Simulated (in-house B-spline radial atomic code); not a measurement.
**Solving the quasi-particle equation for 3s up of P4+**

Configuration [Ne] 3s1, highest spin, start PBE0, empty levels kept to 250 hartree. Computed with a B-spline radial code for spherical atoms: all electrons, non-relativistic, point nucleus, each spin shell either full or empty, empty states to l = 9 with an (l + 1/2)⁻⁴ tail; G0W0 by contour deformation at full frequency.

At the mean-field level ε = -60.794 eV the matrix elements are Σx = -18.924 eV, v_xc = -15.216 eV and Σc(ε) = -1.496 eV, and the slope of the correlation self-energy is dΣc/dω = -0.0368. The quasi-particle energy solves E = ε + Σx − v_xc + Σc(E).

(1) What does the linearised equation give?

(2) How does that compare with the full solution and with static screening?

## Answers

(1) Z = 1/(1 − dΣc/dω) = 1/1.0368 = 0.9645. The first-order shift is Σx − v_xc + Σc(ε) = -18.924 − (-15.216) + (-1.496) = -5.204 eV, so E ≈ ε + Z × shift = -60.794 + 0.9645 × (-5.204) = -65.813 eV.

(2) Solving the equation at full frequency dependence gives E = -65.831 eV, where Σc = -1.329 eV and the weight is 0.971; the linearised value is off by 18 meV. Leaving Z out would give -65.998 eV. Static COHSEX puts -2.887 eV in place of Σc and gives -67.389 eV, 1.56 eV deeper. The tabulated removal energy is 65.025 eV (NIST, measured); the run leaves out relativity, Breit and QED terms.
